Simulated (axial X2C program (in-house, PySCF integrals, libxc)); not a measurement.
**Working with the constants of IO⁻**

A bond curve at the CCSD(T) level, 2c, was computed with an in-house relativistic program for diatomic molecules (basis I dyall-acv3z [12s13p9d5f1g], O dyall-av3z [7s6p3d2f] (cores contracted in-house)) for the state Ω = 0 (closed shell). Its fit gives Re = 1.9458 Å, ωe = 587.3 cm⁻¹, ωexe = 3.51 cm⁻¹ and αe = 2.587e-03 cm⁻¹; the masses are 126.9045 and 15.9949 u. Two-component means X2C with spin–orbit coupling and atomic mean-field Coulomb and Gaunt terms.

Correlated methods: 14 electrons correlated (number of frozen shells: I 4 s, 3 p, 2 d; O 1 s), 276 virtual spin orbitals or spinors in MP2, 90 natural virtuals in coupled cluster.

Find the reduced mass, Be and the force constant.

From the CCSD(T) values: μ = 14.2046 u. Be = 16.8576/(μ Re²) = 0.3135 cm⁻¹. k = 5.8918×10⁻⁷ μ ωe² = 2.89 mdyn/Å.

Give B0, the J = 1←0 line in GHz and the most populated J at 300 K (kT = 208.5 cm⁻¹).

B0 = Be − αe/2 = 0.3122 cm⁻¹; 2B0 = 18.72 GHz; J(max) ≈ √(kT/2B0) − 1/2 = 17.8, so J = 18.

Estimate the centrifugal constant by the Kratzer relation.

D = 4Be³/ωe² = 3.57e-07 cm⁻¹.

Where do the fundamental and the first overtone lie?

ν(1←0) = ωe − 2ωexe = 580.3 cm⁻¹; ν(2←0) = 2ωe − 6ωexe = 1153.5 cm⁻¹.

Estimate De from a Morse curve and compare with the computed well depth of 1.654 eV to I- + O.

De(Morse) = ωe²/(4ωexe) = 3.046 eV against 1.654 eV computed, a ratio of 1.84. The extrapolation overshoots: the well softens faster than a Morse curve, or the lowest atomic limit lies below the one to which the curve heads.

Occupations by symmetry block were frozen at the best pattern of an incomplete PBE0 search. De is counted from the lowest determinant-based energies of the atoms at the same level, without counterpoise correction. Coupled cluster ran in a truncated set of natural virtual spinors; the MP2 energy of the rest was added. (T) has no such correction and the atoms are truncated less, which lowers De at CCSD(T) by a hundredth of an eV or more.
